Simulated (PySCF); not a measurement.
C6H12Si.
Atom-mapped SMILES: `[CH2:1]=[CH:2][SiH:3]1[CH2:4][CH2:5][CH2:6][CH2:7]1` (hydrogens: H8, H9 on C1; H10 on C2; H11 on Si3; H12, H13 on C4; H14, H15 on C5; H16, H17 on C6; H18, H19 on C7)

Computed with PySCF at wB97X-D/def2-SVPD, non-relativistic, on one gas-phase PBE0-D3(BJ)/def2-SVP geometry that isn't relaxed in the solvent. The solvent is an IEF-PCM continuum (cavity from Bondi-type radii × 1.2), and excitations are vertical TDDFT with non-equilibrium linear response and a frozen core. Specific hydrogen bonds and non-electrostatic terms are outside this model.

Gas-phase singlets (H = HOMO, L = LUMO):

| state | E (eV) | λ (nm) | f | leading configuration |
| --- | --- | --- | --- | --- |
| S1 | 6.384 | 194 | 0.005 | H-1→L 61% |
| S2 | 6.497 | 191 | 0.231 | H→L 96% |
| S3 | 7.339 | 169 | 0.007 | H-3→L 57% |
| S4 | 7.492 | 165 | 0.070 | H→L+1 72% |
| S5 | 7.615 | 163 | 0.126 | H-2→L 92% |

Task: Give the list for chloroform (ε = 4.711), n² = 2.09.

Result: 
```
state  E (eV)  λ (nm)      f  leading configuration  change by rank (eV)
   S1   6.333     196  0.033              H-1→L 57%               -0.051
   S2   6.377     194  0.274                H→L 86%               -0.120
   S3   7.335     169  0.017              H-3→L 62%               -0.004
   S4   7.519     165  0.095              H→L+1 75%               +0.027
   S5   7.527     165  0.184              H-2→L 91%               -0.088
```

Task: The ground-state energy changes by -0.048 eV from gas to chloroform. By how much does the total energy of gas-phase S2 change?

Result: E(S2) = E(S0) + excitation energy, so it changes by -0.048 − 0.120 = -0.168 eV: it is lowered more than the ground state, which is what a red shift means. This is the vertical state, with the slow part of the continuum still set for S0.

Task: How do the frontier levels move from gas to chloroform?

Result: 
| orbital | gas (eV) | solvent (eV) | change (eV) | Löwdin shares, gas | Löwdin shares, solvent |
| --- | --- | --- | --- | --- | --- |
| LUMO+2 | 2.71 | 2.78 | +0.07 | Si3 25 %, H10 12 %, H11 11 %, C2 10 % | Si3 24 %, H10 11 %, H11 11 %, C2 10 % |
| LUMO+1 | 2.24 | 2.34 | +0.10 | Si3 15 %, C1 11 %, C5 8 %, C6 7 % | Si3 18 %, C1 10 %, C5 8 %, C6 7 % |
| LUMO | 1.21 | 1.25 | +0.04 | C1 32 %, C2 31 %, Si3 14 %, H8 4 % | C1 32 %, C2 31 %, Si3 14 %, H8 4 % |
| HOMO | -9.26 | -9.21 | +0.05 | C1 22 %, C2 20 %, C7 14 %, C4 14 % | C1 21 %, C2 19 %, C7 14 %, C4 14 % |
| HOMO-1 | -10.13 | -10.04 | +0.09 | Si3 18 %, C2 18 %, C4 12 %, C7 9 % | C2 19 %, Si3 18 %, C4 11 %, C7 9 % |
| HOMO-2 | -10.43 | -10.37 | +0.06 | C2 22 %, C1 18 %, C7 14 %, Si3 14 % | C2 22 %, C1 18 %, C7 14 %, Si3 13 % |
| HOMO-3 | -10.57 | -10.53 | +0.04 | Si3 26 %, H11 23 %, C2 13 %, C4 8 % | Si3 25 %, H11 23 %, C2 13 %, C4 8 % |

The HOMO–LUMO gap goes from 10.47 to 10.46 eV.

The run took 36 s wall on an Arm Neoverse V2 with one thread, shared host with 96 logical CPUs at a one-minute load of 15, and the process peaked at 1.2 GiB of memory. This is the whole response run at wB97X-D/def2-SVPD in chloroform, SCF included.

The pairwise dispersion term of wB97X-D wasn't added to the energies; at a given geometry it leaves orbitals and properties as they are.
